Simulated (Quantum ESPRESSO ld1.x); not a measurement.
Q: Successive ionisation energies (eV) of one element, from differences of total energies of ions in their ground configurations, starting at charge 21: 992.50, 1059.2, 1127.5, 1197.3, 1268.5, 1341.2, 1558.1, 1625.0. Method: Dirac Kohn-Sham, LDA (Slater exchange, Perdew-Zunger correlation), spin-unpolarised, spherical densities, point nucleus; open shells are shared between the two j in proportion to 2j + 1; computed with ld1.x of Quantum ESPRESSO 7.5. Which element is it?

A: Rhodium (Z = 45). The first species listed is Rh21+ in [Ar] 3d6, the last Rh28+ in [Ne] 3s2 3p5.
